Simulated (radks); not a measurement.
Problem. Pb LXXVII, 6 electrons, occupied as [He] 2s2 2p2 (the NIST ground configuration). Calculated with a radial shooting solver on a logarithmic mesh with Libxc functionals: scalar-relativistic Kohn-Sham, exchange-only LDA, spin-polarised, spherical densities, point nucleus; open shells are filled with parallel spins first (spin-orbit coupling, left out, can overturn this in heavy ions). Some entries of the table are withheld. Estimate them.

| orbital | occ. | eigenvalue (eV) | <r^2> (bohr^2) | <r> (bohr) |
|---|---|---|---|---|
| 1s up | 1 | -97138.71 | 0.0003555 | 0.01602 |
| 1s down | 1 | -97088.32 | 0.0003551 | 0.01601 |
| 2s up | 1 | -23754.93 | (1) | 0.06552 |
| 2s down | 1 | -23673.04 | (2) | 0.06561 |
| 2p up | 2 | (3) | 0.004221 | 0.05893 |
| 2p down | 0 | (4) | 0.004238 | 0.05904 |

Solution. 
(1) 2s up <r^2> (bohr^2): 0.005075
(2) 2s down <r^2> (bohr^2): 0.005089
(3) 2p up eigenvalue (eV): -21659.04
(4) 2p down eigenvalue (eV): -21564.87
